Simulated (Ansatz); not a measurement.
Compare A (`O[SiH](O)CCl`) with its isomer B (`CO[SiH](O)Cl`).

Gas-phase electronic energies from Ansatz, PBE0-D4/def2-TZVP geometries. CCSD(T)/CBS adds triple-zeta CCSD(T) − MP2 to the extrapolated MP2 energy (def2 sets, frozen cores). Functionals use def2-TZVPP. B3LYP here is the variant with VWN-RPA as its local correlation; programs differ in this. Each species was taken in one conformer, which may not be the lowest.

Q: Which is lower in electronic energy at CCSD(T)/CBS, and by how much? (Best estimate.)

A: Ansatz gave: B, by 83.2 kJ/mol.

Q: Give E(B) − E(A) in kJ/mol with HF/def2-TZVPP, ωB97M-V, PBE0-D4, PBE-D4, CCSD(T)/def2-TZVPP, B3LYP-D4, B3LYP. (An estimate is asked.)

A: Computed: HF/def2-TZVPP -101.9, ωB97M-V -85.9, PBE0-D4 -84.7, PBE-D4 -81.5, CCSD(T)/def2-TZVPP -84.9, B3LYP-D4 -89.1, B3LYP -89.3. None reverses the order clearly.

Largest T1 diagnostic: 0.011.

In def2-TZVPP, CCSD(T) changes the Hartree–Fock value by +17.0 kJ/mol (the triples alone add +2.0 kJ/mol) and MP2 by +16.5 kJ/mol. From PBE to PBE0 (25 % exact exchange), in def2-TZVPP and without D4, E(B) − E(A) moves by −3.1 kJ/mol.
